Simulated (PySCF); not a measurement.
```xyz
3
charge 0 multiplicity 3, angstrom
Te    0.0000    0.0000    0.0000
Mg    0.0000    0.0000    2.5858
Mg    0.0000    0.0000   -2.5858
```

Computed with PySCF, UPBE0, basis Te def2-TZVP with ECP28, Mg def2-TZVP (scalar-relativistic core potentials, no spin–orbit coupling, density fitting).

This geometry of Mg2Te is a stationary point at this level.

Q: What is the point group?

A: D∞h.

Q: Is it a minimum?

A: No: it has 2 imaginary modes (one degenerate set), at 76i cm⁻¹ (πu).

Q: Which band is strongest in the infrared?

A: 326 cm⁻¹ (σu+), 150 km/mol.

Q: What are the dipole moment and the gap between the highest occupied and lowest empty levels of either spin?

A: 0.00 D and 1.66 eV.

This need not be the most stable arrangement of these atoms. At this level a triplet minimum of C2v symmetry lies 47 kJ/mol below this structure. With an element this heavy the missing spin–orbit coupling can shift these numbers.
